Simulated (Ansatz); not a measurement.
Cost and result up the ladder for Si(NMe2)Cl3 (C2H6Cl3NSi) (13 atoms). The state is a singlet with charge 0. Geometry: r2SCAN-D4/def2-SVP.

```xyz
13

C     0.5704   -1.2863   -0.5598
C    -1.2391    0.3232   -0.7970
Cl    1.6361   -0.3446    2.5306
Cl   -0.9062    1.8234    2.2491
Cl    1.8761    2.2748    0.5192
N    -0.1206   -0.1403    0.0091
Si    0.5738    0.8323    1.2231
H    -0.1340   -2.1285   -0.6850
H     1.3807   -1.6224    0.1016
H     1.0034   -1.0552   -1.5525
H    -1.7521    1.1632   -0.3084
H    -0.9136    0.6512   -1.8033
H    -1.9750   -0.4909   -0.9268
```

Ansatz on 4 threads of Arm Neoverse V2 on a shared host. Times are rough, and most runs start from the orbitals of an earlier one. ωB97X-V/def2-TZVP serves as the yardstick here, not as an exact answer. Differences are given only for rows in sets of like size (and for xTB, whose basis is part of the method), since another set adds its own error. Binding counts from free atoms at the same level (C triplet, Cl doublet, N quartet, Si triplet, H doublet; other spins of the atoms weren't run), without zero-point energy or a counterpoise term.

LC-ωPBE has ω = 0.4 bohr⁻¹. Correlated methods freeze 23 core orbitals. The rows differ in basis, and correlated rows in double-zeta sets carry the largest basis error. Another isomer (singlet) lies 0.37 eV lower at PBE0-D4/def2-TZVP; other spin states weren't run for this one.

Correlated methods converge slowly with the basis, most of all in double-zeta sets.

```csv
level,functions,wall time
HF/STO-3G,57,0.25 s
PBE-D4/def2-SVP,144,1.9 s
PBE0-D4/def2-SVP,144,2.8 s
PBE-D4/def2-TZVP (with forces),277,4.5 s
LC-ωPBE/def2-TZVP,277,5 s
HF/def2-TZVP,277,5.5 s
MP2/def2-TZVP,277,7 s
PBE0-D4/def2-TZVP,277,8.5 s
r2SCAN-D4/def2-TZVP,277,8.5 s
ωB97X-V/def2-TZVP,277,16 s
CCSD(T)/def2-SVP,144,25 s
```

Problem. Estimate what each level gives for the binding energy per atom (eV).

Solution. 
| level | binding energy per atom (eV) | difference from ωB97X-V/def2-TZVP (eV) |
| --- | --- | --- |
| HF/STO-3G | 3.29 | – |
| PBE-D4/def2-SVP | 3.91 | – |
| PBE0-D4/def2-SVP | 3.84 | – |
| PBE-D4/def2-TZVP (with forces) | 3.89 | 0.06 |
| LC-ωPBE/def2-TZVP | 3.79 | -0.05 |
| HF/def2-TZVP | 2.78 | -1.06 |
| MP2/def2-TZVP | 3.75 | -0.08 |
| PBE0-D4/def2-TZVP | 3.84 | 0.00 |
| r2SCAN-D4/def2-TZVP | 3.83 | -0.01 |
| ωB97X-V/def2-TZVP | 3.84 | 0.00 |
| CCSD(T)/def2-SVP | 3.57 | – |
